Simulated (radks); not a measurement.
Values are calculated unless marked as measured or tabulated.
Task: The mean radii <r> (bohr) of the occupied orbitals of an atom or ion are listed with their occupations. Code: a radial shooting solver on a logarithmic mesh with Libxc functionals. Model: scalar-relativistic Kohn-Sham, r2SCAN, spin-polarised, spherical densities, finite nucleus; meta-GGA in the generalised Kohn-Sham scheme; Fermi nuclear charge, rms radius of each element as measured or else 0.836 A^(1/3) + 0.57 fm.

| orbital | occ. | <r> |
|---|---|---|
| 1s up | 1 | 0.01932 |
| 1s down | 1 | 0.01932 |
| 2s up | 1 | 0.08183 |
| 2s down | 1 | 0.08182 |
| 2p up | 3 | 0.07293 |
| 2p down | 3 | 0.07293 |
| 3s up | 1 | 0.2124 |
| 3s down | 1 | 0.2123 |
| 3p up | 3 | 0.2122 |
| 3p down | 3 | 0.2121 |
| 3d up | 5 | 0.1926 |
| 3d down | 5 | 0.1925 |
| 4s up | 1 | 0.4769 |
| 4s down | 1 | 0.4770 |
| 4p up | 3 | 0.5058 |
| 4p down | 3 | 0.5060 |
| 4d up | 5 | 0.5432 |
| 4d down | 5 | 0.5436 |
| 5s up | 1 | 1.123 |
| 5s down | 1 | 1.131 |
| 5p up | 3 | 1.291 |
| 5p down | 3 | 1.300 |
| 4f up | 7 | 0.6558 |
| 4f down | 5 | 0.6619 |
| 6s up | 1 | 2.899 |
| 6s down | 1 | 2.842 |
| 6p up | 2 | 3.486 |

Name the element and its charge. Open shells, if any, are filled with parallel spins first.

Result: Z = 71, lutetium, charge +1: Lu+ in [Xe] 4f12 6s2 6p2. The 1s radius gives Z: for a bare nucleus <r> = (2 gamma + 1)/(2Z) with gamma = sqrt(1 - (Z/c)^2), 0.01909 bohr for Z = 71, and screening makes it slightly larger (0.01932 here). The occupations add up to 70, and the charge is Z minus that.
